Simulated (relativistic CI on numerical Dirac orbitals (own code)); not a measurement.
**Main line and satellite in the 1s photoemission of Cu²⁺: a two-state model**

Problem. An octahedral Cu²⁺ site (d9) has Δ = 2.3, V(eg) = 2.05, 10Dq = 1.45, 10Dq(ligand) = 0.9 and a core-hole attraction U_cd = 8.4 eV. Δ is defined between configuration averages. Find the d count, the distance of the satellite and its intensity.

Working.
1. The hole has eg symmetry. Its energy is −0.6 × 10Dq in d9 and Δ − 0.6 × 10Dq(ligand) in d10L, so the gap is Δ' = 2.63 eV.
2. Ground state cos θ |d9⟩ − sin θ |d10L⟩ with tan 2θ = 2V/Δ', θ = 28.7°: weights 0.770 and 0.230, n_d = 9.230.
3. The core hole pulls d10L down by U_cd: the gap becomes Δ' − U_cd = -5.77 eV, the hopping is V' = 2.05 eV, and tan 2θ' = 2V'/(Δ' − U_cd) gives θ' = 72.3°.
4. The two final states lie W = √[(Δ' − U_cd)² + 4V'²] = 7.08 eV apart. The lower, mostly d10L, is the main line.
5. In the sudden approximation the intensities are cos²(θ' − θ) and sin²(θ' − θ), so satellite/main = tan²(43.6°) = 0.91.

Check. The full cluster calculation (with spin-orbit coupling) gives n_d = 9.229; in its broadened spectrum, cut halfway, the centroids lie 7.02 eV apart with an area ratio of 0.92.
